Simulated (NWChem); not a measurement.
System: CH3ClO3Si; SMILES O[Si]1(Cl)OCO1

Excerpt of the output:

```
             Northwest Computational Chemistry Package (NWChem) 7.3.0
             --------------------------------------------------------

 CS  symmetry detected

                             Geometry "geometry" -> ""
                             -------------------------

 Output coordinates in angstroms (scale by  1.889725989 to convert to a.u.)

  No.       Tag          Charge          X              Y              Z
 ---- ---------------- ---------- -------------- -------------- --------------
    1 O                    8.0000     1.90246892    -0.41051041     0.00000000
    2 Si                  14.0000     0.30071576    -0.02294098     0.00000000
    3 Cl                  17.0000    -0.66271229    -1.82596778     0.00000000
    4 O                    8.0000    -0.26592210     1.12212168    -1.11839900
    5 C                    6.0000    -0.72194489     1.90479752     0.00000000
    6 O                    8.0000    -0.26592210     1.12212168     1.11839900
    7 H                    1.0000     2.50572035     0.35490577     0.00000000
    8 H                    1.0000    -0.25075010     2.91447071     0.00000000
    9 H                    1.0000    -1.83221040     1.99460066     0.00000000

 Effective nuclear repulsion energy (a.u.)     392.3289764114

      Symmetry information
      --------------------

 Group name             Cs
 Group number              2
 Group order               2
 No. of unique centers     8

  xc_inp: hfexch multiplicative factor not found.

                                 NWChem DFT Module
                                 -----------------

 Summary of "ao basis" -> "ao basis" (spherical)
 ------------------------------------------------------------------------------
       Tag                 Description            Shells   Functions and Types
 ---------------- ------------------------------  ------  ---------------------
 O                          6-31+g*                  8       18   4s3p1d
 Si                         6-31+g*                 10       22   5s4p1d
 Cl                         6-31+g*                 10       22   5s4p1d
 C                          6-31+g*                  8       18   4s3p1d
 H                          6-31+g*                  2        2   2s

      Symmetry analysis of basis
      --------------------------

        a'         82
        a"         40

            General Information
            -------------------
          SCF calculation type: DFT
          Wavefunction type:  closed shell.
          No. of atoms     :     9
          No. of electrons :    64
           Alpha electrons :    32
            Beta electrons :    32
          Charge           :     0
          Spin multiplicity:     1
          Use of symmetry is: off; symmetry adaption is: on
          Maximum number of iterations: 150
          AO basis - number of functions:   122
                     number of shells:    58
          Convergence on energy requested:  1.00D-06
          Convergence on density requested:  1.00D-05
          Convergence on gradient requested:  5.00D-04

              XC Information
              --------------
                     Hartree-Fock (Exact) Exchange  1.000

      Superposition of Atomic Density Guess
      -------------------------------------

 Sum of atomic energies:       -1011.69743654

      Non-variational initial energy
      ------------------------------

 Total energy =   -1013.958107
 1-e energy   =   -2178.016303
 2-e energy   =     771.729219
 HOMO         =      -0.354888
 LUMO         =       0.004586

      Symmetry analysis of molecular orbitals - initial
      -------------------------------------------------

  Numbering of irreducible representations:

     1 a'          2 a"

  Orbital symmetries:

     1 a'          2 a'          3 a'          4 a'          5 a"
     6 a'          7 a'          8 a'          9 a'         10 a"
    11 a'         12 a'         13 a'         14 a"         15 a'
    16 a'         17 a"         18 a'         19 a'         20 a'
    21 a'         22 a'         23 a"         24 a'         25 a'
    26 a"         27 a'         28 a"         29 a"         30 a'
    31 a"         32 a'         33 a'         34 a"         35 a'
    36 a'         37 a'         38 a"         39 a'         40 a'
    41 a"         42 a'

   convergence    iter        energy       DeltaE   RMS-Dens  Diis-err
 ---------------- ----- ----------------- --------- --------- ---------
 d= 0,ls=0.0,diis     1  -1012.6206798085 -1.40D+03  1.06D-02  1.18D+00
 d= 0,ls=0.0,diis     2  -1012.7183672753 -9.77D-02  3.41D-03  3.73D-01
 d= 0,ls=0.0,diis     3  -1012.7537499674 -3.54D-02  9.21D-04  6.66D-03
 d= 0,ls=0.0,diis     4  -1012.7548348543 -1.08D-03  2.93D-04  3.85D-04
 d= 0,ls=0.0,diis     5  -1012.7549031715 -6.83D-05  1.00D-04  2.11D-05
  Resetting Diis
 d= 0,ls=0.0,diis     6  -1012.7549086319 -5.46D-06  3.19D-05  1.33D-06
 d= 0,ls=0.0,diis     7  -1012.7549090793 -4.47D-07  5.28D-06  9.44D-08

         Total DFT energy =    -1012.754909079263
      One electron energy =    -2180.496002971051
           Coulomb energy =      854.470671626713
    Exchange-Corr. energy =      -79.058554146358
 Nuclear repulsion energy =      392.328976411433

 Numeric. integr. density =        0.000000000000

                  Occupations of the irreducible representations
                  ----------------------------------------------

                     irrep           alpha         beta
                     --------     --------     --------
                     a'               23.0         23.0
                     a"                9.0          9.0

                       DFT Final Molecular Orbital Analysis
                       ------------------------------------

 Vector   30  Occ=2.000000D+00  E=-4.935888D-01  Symmetry=a'
              MO Center= -6.0D-01, -1.1D+00,  4.2D-14, r^2= 3.3D+00
   Bfn.  Coefficient  Atom+Function         Bfn.  Coefficient  Atom+Function
  ----- ------------  ---------------      ----- ------------  ---------------
    47      0.593013  3 Cl px                51      0.310374  3 Cl px
    29      0.231309  2 Si px                43     -0.228577  3 Cl px
    48     -0.223159  3 Cl py                10     -0.219050  1 O  s
    65      0.131991  4 O  px                83     -0.131630  5 C  px
   101      0.131991  6 O  px                52     -0.106085  3 Cl py

[...]

                                NWChem TDDFT Module
                                -------------------

            General Information
            -------------------
           No. of orbitals :     244
            Alpha orbitals :     122
             Beta orbitals :     122
        Alpha frozen cores :       0
         Beta frozen cores :       0
     Alpha frozen virtuals :       0
      Beta frozen virtuals :       0
         Spin multiplicity :       1
    Number of AO functions :     122
        Use of symmetry is : off
      Symmetry adaption is : on
         Schwarz screening :  0.10D-07

              XC Information
              --------------
              Hartree-Fock (Exact) Exchange   1.00

             TDDFT Information
             -----------------
          Calculation type : CIS
         Wavefunction type : Restricted singlets
          No. of electrons :      64
           Alpha electrons :      32
            Beta electrons :      32
              No. of roots :       6
          Max subspacesize :    5200
            Max iterations :     100
               Target root :       1
           Target symmetry : none
      Symmetry restriction : off
                 Algorithm : Optimal
        Davidson threshold :  0.10D-03

    6 smallest eigenvalue differences (eV)
--------------------------------------------------------
  No. Spin  Occ  Vir  Irrep   E(Occ)    E(Vir)   E(Diff)
--------------------------------------------------------
    1    1   32   33 a'       -0.463     0.051    13.997
    2    1   32   34 a'       -0.463     0.070    14.517
    3    1   32   35 a'       -0.463     0.071    14.541
    4    1   31   33 a"       -0.485     0.051    14.578
    5    1   30   33 a'       -0.494     0.051    14.824
    6    1   32   36 a"       -0.463     0.084    14.893
--------------------------------------------------------

  Entering Davidson iterations
  Restricted singlet excited states

  Iter   NTrls   NConv    DeltaV     DeltaE      Time
  ----  ------  ------  ---------  ---------  ---------
    1      6       0     0.57E-01   0.10+100       26.2
    2     12       0     0.48E-01   0.39E-01       28.2
    3     18       0     0.32E-01   0.13E-01       26.7
    4     24       0     0.21E-01   0.41E-02       26.7
    5     30       0     0.10E-01   0.10E-02       26.8
    6     36       0     0.63E-02   0.27E-03       26.0
    7     42       0     0.55E-02   0.13E-03       26.1
    8     48       0     0.29E-02   0.78E-04       26.9
    9     54       0     0.73E-01   0.49E-02       26.5
   10     60       1     0.39E-01   0.62E-02       26.3
   11     65       2     0.30E-01   0.21E-02       27.6
   12     69       3     0.17E-01   0.81E-03       26.6
   13     72       4     0.83E-02   0.22E-03       26.9
   14     74       4     0.43E-02   0.60E-04       24.6
   15     76       5     0.19E-02   0.16E-04       24.1
   16     77       5     0.11E-02   0.36E-05       23.1
   17     78       5     0.70E-03   0.11E-05       23.8
   18     79       5     0.29E-03   0.26E-06       24.9
   19     80       5     0.13E-03   0.46E-07       23.8
   20     81       6     0.54E-04   0.82E-08       23.4
  ----  ------  ------  ---------  ---------  ---------
  Convergence criterion met

  Ground state a'      -1012.754909079263 a.u.

  ----------------------------------------------------------------------------
  Root   1 singlet a'             0.340667525 a.u.                9.2700 eV
  ----------------------------------------------------------------------------
     Transition Moments    X -0.02974   Y  0.12337   Z  0.00000
     Dipole Oscillator Strength                    0.0036575816
     Electric Quadrupole                           0.0000010974
     Magnetic Dipole                               0.0000000245
     Total Oscillator Strength                     0.0036587036

     Occ.   25  a'  ---  Virt.   35  a'       0.05668
     Occ.   28  a"  ---  Virt.   36  a"       0.14249
     Occ.   28  a"  ---  Virt.   44  a"       0.08147
     Occ.   29  a"  ---  Virt.   36  a"       0.05790
     Occ.   30  a'  ---  Virt.   33  a'      -0.08855
     Occ.   30  a'  ---  Virt.   34  a'      -0.20489
     Occ.   30  a'  ---  Virt.   35  a'      -0.08240
     Occ.   30  a'  ---  Virt.   40  a'      -0.08506
     Occ.   30  a'  ---  Virt.   41  a'      -0.10706
     Occ.   30  a'  ---  Virt.   45  a'      -0.09342
     Occ.   30  a'  ---  Virt.   47  a'       0.06739
     Occ.   30  a'  ---  Virt.   53  a'       0.05420
     Occ.   31  a"  ---  Virt.   36  a"      -0.06828
     Occ.   32  a'  ---  Virt.   33  a'      -0.77838
     Occ.   32  a'  ---  Virt.   34  a'       0.15448
     Occ.   32  a'  ---  Virt.   35  a'      -0.15858
     Occ.   32  a'  ---  Virt.   38  a'       0.08838
     Occ.   32  a'  ---  Virt.   39  a'      -0.08201
     Occ.   32  a'  ---  Virt.   40  a'       0.05497
     Occ.   32  a'  ---  Virt.   41  a'      -0.24366
     Occ.   32  a'  ---  Virt.   45  a'       0.25311
     Occ.   32  a'  ---  Virt.   46  a'      -0.07961
     Occ.   32  a'  ---  Virt.   48  a'       0.07502
     Occ.   32  a'  ---  Virt.   51  a'       0.05979
     Occ.   32  a'  ---  Virt.   61  a'       0.07072
  ----------------------------------------------------------------------------
  Root   2 singlet a"             0.347580990 a.u.                9.4582 eV
  ----------------------------------------------------------------------------
     Transition Moments    X  0.00000   Y  0.00000   Z -0.22769
     Dipole Oscillator Strength                    0.0120135495
     Electric Quadrupole                           0.0000002675
     Magnetic Dipole                               0.0000063460
     Total Oscillator Strength                     0.0120201630

     Occ.   26  a"  ---  Virt.   33  a'      -0.14239
     Occ.   26  a"  ---  Virt.   35  a'       0.09957
     Occ.   26  a"  ---  Virt.   45  a'       0.05424
     Occ.   26  a"  ---  Virt.   47  a'       0.09459
     Occ.   28  a"  ---  Virt.   33  a'      -0.16410
     Occ.   28  a"  ---  Virt.   38  a'       0.05083
     Occ.   28  a"  ---  Virt.   40  a'      -0.05181
     Occ.   28  a"  ---  Virt.   41  a'      -0.06183
     Occ.   28  a"  ---  Virt.   45  a'       0.05445
     Occ.   28  a"  ---  Virt.   51  a'       0.06898
     Occ.   28  a"  ---  Virt.   53  a'       0.05048
     Occ.   29  a"  ---  Virt.   33  a'      -0.14475
     Occ.   29  a"  ---  Virt.   45  a'       0.06024
     Occ.   30  a'  ---  Virt.   36  a"       0.11084
     Occ.   30  a'  ---  Virt.   37  a"       0.06696
     Occ.   30  a'  ---  Virt.   44  a"       0.07106
     Occ.   31  a"  ---  Virt.   33  a'       0.45669
     Occ.   31  a"  ---  Virt.   34  a'      -0.41475
     Occ.   31  a"  ---  Virt.   38  a'      -0.07872
     Occ.   31  a"  ---  Virt.   39  a'       0.08062
     Occ.   31  a"  ---  Virt.   40  a'      -0.15843
     Occ.   31  a"  ---  Virt.   45  a'      -0.36720
     Occ.   31  a"  ---  Virt.   47  a'       0.10961
     Occ.   32  a'  ---  Virt.   36  a"       0.36574
     Occ.   32  a'  ---  Virt.   37  a"       0.16571
     Occ.   32  a'  ---  Virt.   42  a"       0.11860
     Occ.   32  a'  ---  Virt.   44  a"       0.24635
     Occ.   32  a'  ---  Virt.   57  a"       0.05506
     Occ.   32  a'  ---  Virt.   58  a"      -0.07614
  ----------------------------------------------------------------------------
  Root   3 singlet a'             0.355344167 a.u.                9.6694 eV
  ----------------------------------------------------------------------------
     Transition Moments    X  0.21367   Y -0.37872   Z  0.00000
     Dipole Oscillator Strength                    0.0447935632
     Electric Quadrupole                           0.0000007732
     Magnetic Dipole                               0.0000036441
     Total Oscillator Strength                     0.0447979805

     Occ.   30  a'  ---  Virt.   33  a'      -0.42570
     Occ.   30  a'  ---  Virt.   34  a'       0.37639
     Occ.   30  a'  ---  Virt.   35  a'      -0.10184
     Occ.   30  a'  ---  Virt.   39  a'      -0.13439
     Occ.   30  a'  ---  Virt.   40  a'       0.20975
     Occ.   30  a'  ---  Virt.   41  a'      -0.05502
     Occ.   30  a'  ---  Virt.   45  a'       0.29474
     Occ.   30  a'  ---  Virt.   47  a'      -0.13267
     Occ.   30  a'  ---  Virt.   53  a'      -0.05979
     Occ.   32  a'  ---  Virt.   33  a'      -0.14378
     Occ.   32  a'  ---  Virt.   34  a'      -0.45903
     Occ.   32  a'  ---  Virt.   35  a'      -0.31861
     Occ.   32  a'  ---  Virt.   38  a'      -0.10875
     Occ.   32  a'  ---  Virt.   40  a'      -0.12159
     Occ.   32  a'  ---  Virt.   41  a'      -0.18439
     Occ.   32  a'  ---  Virt.   43  a'      -0.08528
     Occ.   32  a'  ---  Virt.   45  a'      -0.20315
     Occ.   32  a'  ---  Virt.   47  a'       0.10316
     Occ.   32  a'  ---  Virt.   53  a'       0.05446
  ----------------------------------------------------------------------------
  Root   4 singlet a"             0.358867547 a.u.                9.7653 eV
  ----------------------------------------------------------------------------
     Transition Moments    X -0.00000   Y  0.00000   Z  0.22111
     Dipole Oscillator Strength                    0.0116970153
     Electric Quadrupole                           0.0000005589
     Magnetic Dipole                               0.0000006013
     Total Oscillator Strength                     0.0116981756

[...]
```

Level: Hartree-Fock/6-31+G* (spherical d), CIS. Geometry: optimised at PBE-D3(BJ)/def2-SVP.

Question: Which NWChem input produces such a log?

Answer: Several could match; the one computed here: the input that was run:
```
start job
memory heap 200 mb stack 900 mb global 1100 mb
geometry units angstroms noautoz
  O      1.900755    -0.448721     0.000000
  Si     0.304337    -0.039731     0.000000
  Cl    -0.683156    -1.829691     0.000000
  O     -0.246912     1.112819    -1.118399
  C     -0.692410     1.901533     0.000000
  O     -0.246912     1.112819     1.118399
  H      2.514205     0.308546     0.000000
  H     -0.207733     2.904804     0.000000
  H     -1.801373     2.006200     0.000000
end
basis spherical
  * library 6-31+g*
end
dft
  xc hfexch
  iterations 150
end
tddft
  cis
  nroots 6
  notriplet
end
task tddft energy
```
